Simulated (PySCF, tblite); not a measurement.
C₈H₇FO₃.
Numbering: `[CH3:1][C:2](=[O:3])[c:4]1[cH:5][c:6]([CH3:7])[o:8][c:9]1[C:10](=[O:11])[F:12]` (hydrogens: H13, H14, H15 on C1; H16 on C5; H17, H18, H19 on C7)

Computed geometry: GFN2-xTB, gas phase.

What internal coordinates does the optimisation give?

```json
{"bond": "C1–C2", "length (Å)": "1.495", "order": "single"}
{"bond": "C2=O3", "length (Å)": "1.209", "order": "double"}
{"bond": "C2–C4", "length (Å)": "1.487", "order": "single"}
{"bond": "C4–C5", "length (Å)": "1.415", "order": "aromatic"}
{"bond": "C5–C6", "length (Å)": "1.370", "order": "aromatic"}
{"bond": "C6–C7", "length (Å)": "1.482", "order": "single"}
{"bond": "C6–O8", "length (Å)": "1.335", "order": "aromatic"}
{"bond": "O8–C9", "length (Å)": "1.356", "order": "aromatic"}
{"bond": "C9–C10", "length (Å)": "1.445", "order": "single"}
{"bond": "C10=O11", "length (Å)": "1.187", "order": "double"}
{"bond": "C10–F12", "length (Å)": "1.365", "order": "single"}
{"bond": "C4–C9", "length (Å)": "1.395", "order": "aromatic"}
{"bond": "C1–H13, C1–H14, C1–H15", "length (Å)": "1.087", "order": "single"}
{"bond": "C5–H16", "length (Å)": "1.070", "order": "single"}
{"bond": "C7–H17, C7–H18, C7–H19", "length (Å)": "1.088", "order": "single"}
```

Bonds in one row agree within 0.01 Å and their mean is given. Orders are formal, as drawn. A selection of angles:
```json
{"angle": "C2–C1–H13", "degrees": "109.8"}
{"angle": "C2–C1–H15", "degrees": "110.7"}
{"angle": "H13–C1–H14", "degrees": "109.6"}
{"angle": "H13–C1–H15", "degrees": "107.1"}
{"angle": "C1–C2–O3", "degrees": "122.9"}
{"angle": "C1–C2–C4", "degrees": "118.0"}
{"angle": "O3–C2–C4", "degrees": "119.0"}
{"angle": "C2–C4–C5", "degrees": "121.2"}
{"angle": "C2–C4–C9", "degrees": "133.6"}
{"angle": "C5–C4–C9", "degrees": "105.3"}
{"angle": "C4–C5–C6", "degrees": "107.1"}
{"angle": "C4–C5–H16", "degrees": "125.1"}
{"angle": "C6–C5–H16", "degrees": "127.8"}
{"angle": "C5–C6–C7", "degrees": "131.4"}
{"angle": "C5–C6–O8", "degrees": "109.9"}
{"angle": "C7–C6–O8", "degrees": "118.7"}
{"angle": "C6–C7–H17", "degrees": "110.0"}
{"angle": "H17–C7–H18", "degrees": "109.4"}
{"angle": "H18–C7–H19", "degrees": "107.6"}
{"angle": "C6–O8–C9", "degrees": "108.6"}
{"angle": "O8–C9–C10", "degrees": "116.3"}
{"angle": "C4–C9–O8", "degrees": "109.2"}
{"angle": "C4–C9–C10", "degrees": "134.5"}
{"angle": "C9–C10–O11", "degrees": "130.9"}
{"angle": "C9–C10–F12", "degrees": "110.1"}
{"angle": "O11–C10–F12", "degrees": "119.0"}
```

Torsions: C1–C2–C4–C5 -167° (antiperiplanar); O8–C9–C10–O11 -179° (antiperiplanar). The mirror-image conformer, all signs reversed, is as good.

The 5-membered ring C4–C5–C6–O8–C9 has internal angles of 105.3° to 109.9° (sum 540°, against 540° for a flat polygon); it is planar, 0.00 Å rms from its mean plane, widest ring torsion 0°. The C–C distances run from 1.370 Å (C5–C6, aromatic) to 1.495 Å (C1–C2, drawn single), a spread of 0.125 Å. The 4 C–O bonds span 1.187 Å (C10=O11, drawn double) to 1.356 Å (O8–C9, aromatic), a spread of 0.169 Å. Of the pairs four or more bonds apart, O11···H13 is among the closest relative to their van der Waals radii: 2.34 Å, 86 % of the sum of Bondi's values. O8 (furan-type oxygen) is bent (angle 108.6°).

Point group: C1 (no symmetry element, even within 0.4 Å). GFN2-xTB frequencies show an imaginary mode (23i cm⁻¹), so the point is no minimum at that level.
